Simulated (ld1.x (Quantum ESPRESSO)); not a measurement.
**Which change was made? (Sc, TM semilocal)**

ld1.x (Quantum ESPRESSO) 7.5 input, shortened:

```
&input
   title='Sc', zed=21., rel=1, dft='PBESOL', iswitch=3,
   config='[Ar] 3d1 4s2 4p0'
 /
 &inputp
   pseudotype=1, tm=.true., lloc=1,
   nlcc=.true., new_core_ps=.true.
 /
3
4S  1  0   2.00   0.00  3.35  3.35  0.0
3D  3  2   1.00   0.00  2.70  2.70  0.0
4P  2  1   0.00   0.00  3.65  3.65  0.0
 &test
   configts(1)='3d1 4s2 4p0'
 /
```

Cutoffs, loose and tight: the cutoffs (Ry, on a coarse ladder) from which the occupation-weighted sum of valence levels, in a spherical-Bessel basis at the reference potential, stays within 10 and 1 mRy of its value at 400 Ry. They do not see the model core or the augmentation charge, which bear on the density cutoff. Test errors are all-electron minus pseudo excitation energies from the reference, over the configurations 3d1 4s1 4p0; 3d1 4s0 4p0; 3d1 4s1.5 4p0; 3d0 4s2 4p0; 3d1 4s0 4p1; 3d2 4s1 4p0; 3d2 4s0 4p0; variants that change the core or the reference have their own tests.

The base gives: outcome: generated; cutoff, loose: 30 Ry; cutoff, tight: 35 Ry; bound ghosts: none; largest test error (meV): -98.

Question: After one change the result is: outcome: generated; cutoff, loose: 30 Ry; cutoff, tight: 40 Ry; bound ghosts: none; largest test error (meV): -134. Which change was it?
A. all radii but the core radius scaled by about 0.96 (s 3.22, p 3.50, d 2.58 bohr)
B. all radii but the core radius scaled by about 0.76 (s 2.56, p 2.78, d 2.06 bohr)
C. all radii but the core radius scaled by about 0.88 (s 2.94, p 3.20, d 2.36 bohr)
D. all radii but the core radius scaled by about 1.39 (s 4.64, p 5.06, d 3.74 bohr)

Answer: A. The others give: all radii but the core radius scaled by about 0.76 (s 2.56, p 2.78, d 2.06 bohr) → outcome: generated; cutoff, loose: 40 Ry; cutoff, tight: 50 Ry; bound ghosts: none; largest test error (meV): -250 | all radii but the core radius scaled by about 1.39 (s 4.64, p 5.06, d 3.74 bohr) → outcome: generated; cutoff, loose: 18 Ry; cutoff, tight: 21 Ry; bound ghosts: none; largest test error (meV): +685 | all radii but the core radius scaled by about 0.88 (s 2.94, p 3.20, d 2.36 bohr) → outcome: generated; cutoff, loose: 35 Ry; cutoff, tight: 45 Ry; bound ghosts: none; largest test error (meV): -197.
